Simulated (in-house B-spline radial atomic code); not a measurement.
Radial electron density of Ba⁷⁺, [Kr] 4d10 5s2 5p1. Computed with a radial B-spline atomic code at the basis-set limit: Dirac-Hartree-Fock, average of configuration, Fermi nucleus of rms radius 4.8378 fm.

Columns: r (bohr), 4πr²n(r) (electrons per bohr), bar.

```
   0.001    2.435 #
 0.00123    3.463 ##
 0.00152    4.935 ##
 0.00186    6.869 ###
 0.00229    9.569 ####
 0.00282    13.19 ######
 0.00346    17.83 ########
 0.00426    23.84 ###########
 0.00523     31.1 ##############
 0.00643    39.67 ##################
 0.00791    49.11 #######################
 0.00972    58.57 ###########################
   0.012    67.05 ###############################
  0.0147    72.64 #################################
  0.0181    74.57 ##################################
  0.0222    72.56 #################################
  0.0273     68.2 ###############################
  0.0336    65.03 ##############################
  0.0413    67.16 ###############################
  0.0507    76.06 ###################################
  0.0624    88.29 #########################################
  0.0767    95.43 ############################################
  0.0943    91.03 ##########################################
   0.116    78.13 ####################################
   0.142    69.44 ################################
   0.175    73.35 ##################################
   0.215     81.4 ######################################
   0.265    75.25 ###################################
   0.326    52.24 ########################
     0.4    31.86 ###############
   0.492     28.2 #############
   0.605    32.56 ###############
   0.744    29.56 ##############
   0.914    19.12 #########
    1.12    9.976 #####
    1.38    5.187 ##
     1.7    2.829 #
    2.09    1.219 #
    2.57   0.3248 
    3.16  0.04641 
    3.88  0.00319 
    4.77 8.758e-05 
    5.86 8.185e-07
```

On this grid the curve has 4 maxima, near 0.0181, 0.0767, 0.215, 0.605 bohr.

The 5p3/2 radial function P(r) = rR(r), positive near the nucleus, with its small component Q(r) (sign convention: Q ≈ (P' + κP/r)/2c):

```
r (bohr)         P           Q
 0.00152  0.001013  -0.0001048
 0.00229  0.002212  -0.0002291
 0.00346  0.004801   -0.000498
 0.00523   0.01025   -0.001066
 0.00791   0.02136    -0.00223
   0.012   0.04297    -0.00452
  0.0181   0.08057    -0.00859
  0.0273    0.1373    -0.01505
  0.0413    0.2007    -0.02337
  0.0624    0.2189    -0.02973
  0.0943    0.1057    -0.02671
   0.142    -0.154   -0.009663
   0.215   -0.3271      0.0117
   0.326  -0.04105     0.01494
   0.492    0.4556   -0.001517
   0.744    0.2681    -0.01059
    1.12   -0.5791   -0.002525
     1.7   -0.9104    0.004997
    2.57   -0.4065    0.003124
    3.88  -0.04839   0.0004157
```
